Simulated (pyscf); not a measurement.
# H₃C–Al, singlet

Gas-phase minimum from PySCF at ωB97X-D3(BJ)/def2-SVP, one conformer. Other isomers of H₃C–Al [singlet] were not searched in full and may lie lower. 

SMILES: [CH3][Al]
```xyz
5

C     -1.1760    -0.5347     0.0201
Al    -0.7353     0.5837     1.6064
H     -1.0632    -1.6154     0.2321
H     -2.2188    -0.3799    -0.3179
H     -0.5205    -0.3055    -0.8422
```
Charge 0, spin multiplicity 1.

Bond lengths (Å): C1–Al2 1.990, C1–H3 1.107, C1–H4 1.107, C1–H5 1.107. Angles (°): Al2–C1–H3 111.9, Al2–C1–H4 111.9, Al2–C1–H5 111.9, H3–C1–H4 106.9, H3–C1–H5 106.9, H4–C1–H5 106.9.

Properties at ωB97X-D3(BJ)/def2-SVP:

| Property | Result |
|---|---|
| Harmonic wavenumbers, unscaled | 450, 450, 591, 1202, 1417, 1417, 3016, 3115, 3115 cm⁻¹ |
| Zero-point energy | 21.1 kcal/mol |
| Rotational symmetry number | 3 |
| Entropy of this conformer at 298 K and 1 atm, rigid rotor and harmonic oscillator, modes under 100 cm⁻¹ raised to 100 | 239.9 J/(mol K) |
| Dipole moment | 0.94 D |

Single-point totals, which compare only within one level (frozen core for MP2 and CC):

| level | total energy (hartree) |
|---|---|
| ωB97X-D3(BJ)/def2-TZVP | -282.36906 |
| PBE/def2-TZVP | -282.12948 |
| r²SCAN/def2-TZVP | -282.26518 |
| B3LYP-D3(BJ)/def2-TZVP | -282.35978 |
| PBE0-D3(BJ)/def2-TZVP | -282.16083 |
| M06-2X/def2-TZVP | -282.28603 |
| ωB97M-D3(BJ)/def2-TZVP | -282.37968 |
| HF/def2-TZVPP | -281.52227 |
| MP2/def2-TZVPP | -281.76193 |
| CCSD/def2-TZVPP | -281.79042 |
| CCSD(T)/def2-TZVPP | -281.80006 |

The CCSD(T) − MP2 part came from Ansatz, without density fitting, on the same reference.
